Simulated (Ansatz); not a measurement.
Ansatz (a quantum-chemistry and plane-wave program) input for C₃H₅, SMILES [CH]=CC, multiplicity 2, PBE0-D3(BJ)/def2-TZVP. 

Ansatz 0.2 input:
```yaml
crystal:
  periodic: [false, false, false]
  atoms:
    - {symbol: C, position_ang: [1.28098323, 0.36108256, -0.13043567]}
    - {symbol: C, position_ang: [0.22712274, -0.26025042, 0.28199471]}
    - {symbol: C, position_ang: [-1.17832331, -0.00986469, -0.18380157]}
    - {symbol: H, position_ang: [2.33156204, 0.36784419, 0.03642761]}
    - {symbol: H, position_ang: [0.28925143, -1.05380953, 1.04100200]}
    - {symbol: H, position_ang: [-1.59898651, -0.92216859, -0.60508430]}
    - {symbol: H, position_ang: [-1.19960902, 0.77208840, -0.93722661]}
    - {symbol: H, position_ang: [-1.80091383, 0.29024094, 0.65833651]}
basis:
  gaussian:
    orbitals: def2-TZVP
hamiltonian:
  xc: pbe0
  dispersion: d3bj
magnetization: {spin_polarized: true, initial_magnetization: 1}
relax: {f_tol: 0.002, max_steps: 200}
```

Output:

```
WARN ansatz: RAYON_NUM_THREADS=1 ignored (pool sized by the plan → 1); use --threads N
Functional definition: PBE0
integrals: 0.03 GiB planned
760 factors; their error is unknown
mean field: 0.43 GiB planned
mean field evaluation 1: about -3180.3008 eV, gradient 3.7e1 eV
mean field evaluation 2: about -3178.6789 eV, gradient 4.0e1 eV
mean field evaluation 4: about -3186.7466 eV, gradient 3.0e0 eV
mean field evaluation 8: about -3186.7937 eV, gradient 9.1e-2 eV
mean field evaluation 16: about -3186.7866 eV, gradient 3.7e-3 eV
mean field -3186.78661219 eV, -117.1122479165 hartree, gradient 3.1e-5 eV, S^2 0.763012; 0 other end points of the search recorded, 0 dependent functions left out
the calculation of the forces begins
reference -3186.78663969 eV, -117.1122489272 hartree; 12, 11 occupied and 111, 112 virtual orbitals, 760 factors
relax step   1: F+E_penalty+E_count = -3186.88004942 eV  Δ(F+E_penalty+E_count) = +0.000e0 eV  max|allowed force component| = 9.763e-1 eV/Å  Δτ_max = 0.0000 Å  (32 SCF iters, accepted)
these checks for a lower state are left out or cut short: starts, cluster_reference, orbital_swaps, neighbouring_geometries, increment
integrals: 0.03 GiB planned
760 factors; their error is unknown
mean field: 0.43 GiB planned
mean field -3186.80274213 eV, -117.1128406810 hartree, gradient 1.2e-5 eV, S^2 0.763584; 0 other end points of the search recorded, 0 dependent functions left out
the calculation of the forces begins
reference -3186.80276963 eV, -117.1128416913 hartree; 12, 11 occupied and 111, 112 virtual orbitals, 760 factors
relax step   2: F+E_penalty+E_count = -3186.89597135 eV  Δ(F+E_penalty+E_count) = -1.592e-2 eV  max|allowed force component| = 4.364e-1 eV/Å  Δτ_max = 0.0191 Å  (39 SCF iters, accepted)
these checks for a lower state are left out or cut short: starts, cluster_reference, orbital_swaps, neighbouring_geometries, increment
integrals: 0.03 GiB planned
760 factors; their error is unknown
mean field: 0.43 GiB planned
mean field evaluation 32: about -3186.8071 eV, gradient 1.1e-5 eV
mean field -3186.80707120 eV, -117.1129997712 hartree, gradient 1.1e-5 eV, S^2 0.763827; 0 other end points of the search recorded, 0 dependent functions left out
the calculation of the forces begins
reference -3186.80709868 eV, -117.1130007809 hartree; 12, 11 occupied and 111, 112 virtual orbitals, 760 factors
relax step   3: F+E_penalty+E_count = -3186.90023818 eV  Δ(F+E_penalty+E_count) = -4.267e-3 eV  max|allowed force component| = 4.544e-2 eV/Å  Δτ_max = 0.0223 Å  (38 SCF iters, accepted)
these checks for a lower state are left out or cut short: starts, cluster_reference, orbital_swaps, neighbouring_geometries, increment
integrals: 0.03 GiB planned
760 factors; their error is unknown
mean field: 0.43 GiB planned
mean field -3186.80755593 eV, -117.1130175845 hartree, gradient 1.6e-5 eV, S^2 0.763833; 0 other end points of the search recorded, 0 dependent functions left out
the calculation of the forces begins
reference -3186.80758340 eV, -117.1130185940 hartree; 12, 11 occupied and 111, 112 virtual orbitals, 760 factors
relax step   4: F+E_penalty+E_count = -3186.90072510 eV  Δ(F+E_penalty+E_count) = -4.869e-4 eV  max|allowed force component| = 2.202e-2 eV/Å  Δτ_max = 0.0084 Å  (38 SCF iters, accepted)
these checks for a lower state are left out or cut short: starts, cluster_reference, orbital_swaps, neighbouring_geometries, increment
integrals: 0.03 GiB planned
760 factors; their error is unknown
mean field: 0.43 GiB planned
mean field -3186.80770653 eV, -117.1130231193 hartree, gradient 1.6e-5 eV, S^2 0.763820; 0 other end points of the search recorded, 0 dependent functions left out
the calculation of the forces begins
reference -3186.80773400 eV, -117.1130241287 hartree; 12, 11 occupied and 111, 112 virtual orbitals, 760 factors
relax step   5: F+E_penalty+E_count = -3186.90088268 eV  Δ(F+E_penalty+E_count) = -1.576e-4 eV  max|allowed force component| = 6.813e-3 eV/Å  Δτ_max = 0.0085 Å  (38 SCF iters, accepted)
these checks for a lower state are left out or cut short: starts, cluster_reference, orbital_swaps, neighbouring_geometries, increment
integrals: 0.03 GiB planned
760 factors; their error is unknown
mean field: 0.43 GiB planned
mean field -3186.80771564 eV, -117.1130234540 hartree, gradient 1.6e-5 eV, S^2 0.763818; 0 other end points of the search recorded, 0 dependent functions left out
the calculation of the forces begins
reference -3186.80774311 eV, -117.1130244635 hartree; 12, 11 occupied and 111, 112 virtual orbitals, 760 factors
relax step   6: F+E_penalty+E_count = -3186.90088727 eV  Δ(F+E_penalty+E_count) = -4.591e-6 eV  max|allowed force component| = 5.792e-3 eV/Å  Δτ_max = 0.0023 Å  (39 SCF iters, accepted)
these checks for a lower state are left out or cut short: starts, cluster_reference, orbital_swaps, neighbouring_geometries, increment
integrals: 0.03 GiB planned
760 factors; their error is unknown
mean field: 0.43 GiB planned
mean field -3186.80771676 eV, -117.1130234949 hartree, gradient 1.6e-5 eV, S^2 0.763816; 0 other end points of the search recorded, 0 dependent functions left out
the calculation of the forces begins
reference -3186.80774422 eV, -117.1130245044 hartree; 12, 11 occupied and 111, 112 virtual orbitals, 760 factors
relax step   7: F+E_penalty+E_count = -3186.90088951 eV  Δ(F+E_penalty+E_count) = -2.237e-6 eV  max|allowed force component| = 2.675e-3 eV/Å  Δτ_max = 0.0009 Å  (38 SCF iters, accepted)
these checks for a lower state are left out or cut short: starts, cluster_reference, orbital_swaps, neighbouring_geometries, increment
integrals: 0.03 GiB planned
760 factors; their error is unknown
mean field: 0.43 GiB planned
mean field evaluation 64: about -3186.8075 eV, gradient 2.9e-1 eV
mean field -3186.80771735 eV, -117.1130235168 hartree, gradient 1.6e-5 eV, S^2 0.763818; 0 other end points of the search recorded, 0 dependent functions left out
the calculation of the forces begins
reference -3186.80774482 eV, -117.1130245262 hartree; 12, 11 occupied and 111, 112 virtual orbitals, 760 factors
relax step   8: F+E_penalty+E_count = -3186.90088979 eV  Δ(F+E_penalty+E_count) = -2.805e-7 eV  max|allowed force component| = 3.982e-4 eV/Å  Δτ_max = 0.0003 Å  (39 SCF iters, accepted)
integrals: 0.03 GiB planned
760 factors; their error is unknown
mean field: 0.43 GiB planned
mean field -3186.80771735 eV, -117.1130235168 hartree, gradient 1.6e-5 eV, S^2 0.763818; 1 other end points of the search recorded, 0 dependent functions left out
the calculation of the forces begins
reference -3186.80774482 eV, -117.1130245262 hartree; 12, 11 occupied and 111, 112 virtual orbitals, 760 factors
Total energy: -3186.90091726 eV, -117.1164485502 hartree
Atom 0 at     1.285017     0.363589    -0.136332 Å, force    -0.000201    -0.000211     0.000015 eV/Å
Atom 1 at     0.215973    -0.257709     0.280569 Å, force    -0.000089     0.000223    -0.000276 eV/Å
Atom 2 at    -1.183795    -0.009623    -0.184755 Å, force    -0.000161    -0.000194     0.000060 eV/Å
Atom 3 at     2.346994     0.344067     0.055853 Å, force     0.000275     0.000129     0.000125 eV/Å
Atom 4 at     0.338455    -1.036444     1.042309 Å, force    -0.000099     0.000144    -0.000252 eV/Å
Atom 5 at    -1.614596    -0.919941    -0.611657 Å, force     0.000006     0.000238     0.000092 eV/Å
Atom 6 at    -1.215107     0.776962    -0.938477 Å, force     0.000225    -0.000398     0.000395 eV/Å
Atom 7 at    -1.821854     0.284261     0.653702 Å, force     0.000044     0.000069    -0.000158 eV/Å
Dipole moment:    -0.064103    -0.112798     0.096898 e Å
```

Self-consistency was reached.
